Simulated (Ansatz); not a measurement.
1,1,1-trichloroethane (C2H3Cl3), SMILES C(Cl)(Cl)(Cl)C.

Geometry: ωB97X-D3(BJ)/def2-SVP.

Two levels are set side by side: PBE/def2-SVPD (Ansatz, a first-principles code) and CAM-B3LYP/def2-SVPD (Ansatz). Energy differences of separate SCF runs at the same geometry; the states with an electron removed or added have multiplicity 2 and 2. Differences are taken from unrounded values.

```
quantity                           CAM-B3LYP
---------------------------------  ---------
vertical ionisation energy (eV)        11.19
vertical singlet–triplet gap (eV)       6.32
```

### Question
What does PBE give, and how far is it from CAM-B3LYP? (The exact figures need the calculation; the answer reports its results.)

### Answer

```json
[
 {"quantity": "vertical ionisation energy (eV)", "PBE": "10.41", "PBE minus CAM-B3LYP": "-0.78"},
 {"quantity": "vertical singlet–triplet gap (eV)", "PBE": "5.44", "PBE minus CAM-B3LYP": "-0.87"}
]
```
